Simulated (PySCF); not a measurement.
H₂O₄S, SMILES O=S(=O)(O)O. Atoms are numbered in the order given.

```xyz
7

O     -0.6940    -1.0463     0.8623
S      0.0000     0.0000    -0.1678
O      1.0918    -0.6696    -0.8360
O     -1.0918     0.6696    -0.8360
O      0.6940     1.0463     0.8623
H     -0.0232    -1.6981     1.1318
H      0.0232     1.6981     1.1318
```
Charge 0, spin multiplicity 1.

The structure is a stationary point at B3LYP-D3(BJ)/def2-SVP. Other conformers were not sampled.

Two levels are set side by side: PBE/pcSseg-1 (PySCF) and HF/pcSseg-1 (PySCF). GIAO shifts against H2O (¹⁷O), H2S (³³S), TMS (¹H) at the same level; non-relativistic, no solvent, atoms listed together averaged. Differences are taken from unrounded values.

```tsv
quantity	HF
δ(¹⁷O) of O1, O5 (ppm)	192.6
δ(³³S) of S2 (ppm)	538.6
δ(¹⁷O) of O3, O4 (ppm)	204.3
δ(¹H) of H6, H7 (ppm)	5.84
```

Problem. What does PBE give, and how far is it from HF? (The exact figures need the calculation; the answer reports its results.)

Solution. 
```tsv
quantity	PBE	PBE minus HF
δ(¹⁷O) of O1, O5 (ppm)	234.4	41.8
δ(³³S) of S2 (ppm)	538.3	-0.3
δ(¹⁷O) of O3, O4 (ppm)	256.4	52.1
δ(¹H) of H6, H7 (ppm)	5.36	-0.48
```

Rough cost on one machine, each run with all the roots and properties that it gave: HF against PBE within a factor of 2.
